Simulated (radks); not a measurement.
Question: Excited configurations of B3+: one electron is placed in a higher orbital outside 1s1. The ground configuration is [He]. Calculated with a radial shooting solver on a logarithmic mesh with Libxc functionals: non-relativistic Kohn-Sham, PBEsol, spin-polarised, spherical densities, point nucleus; open shells are filled with parallel spins first. Excitation = E - E(ground); binding = E(ion) - E, where the ion is the core of charge +4; n* = 4/sqrt(2 binding) in atomic units, and the quantum defect is n - n*.

outer orbital  excitation (eV)  binding (eV)     n*  quantum defect  eigenvalue (eV)  <r> (bohr)
3p                      231.82        25.586  2.917           0.083          -22.596       2.980
4s                      242.51        14.897  3.823           0.177          -13.400       5.559
5p                      248.09         9.315  4.834           0.166           -8.393       8.680
6d                      251.03         6.372  5.845           0.155           -5.739       12.36

Estimate the row for 4p.

Answer: excitation (eV) 242.91; binding (eV) 14.490; n* 3.876; quantum defect 0.124; eigenvalue (eV) -12.961; <r> (bohr) 5.470. The Delta-SCF ionisation energy is 257.40 eV (NIST Atomic Spectra Database: 259.37 eV, theoretical). Self-interaction in the functional shifts the binding energies and quantum defects, so they are the method's values and not measured ones.
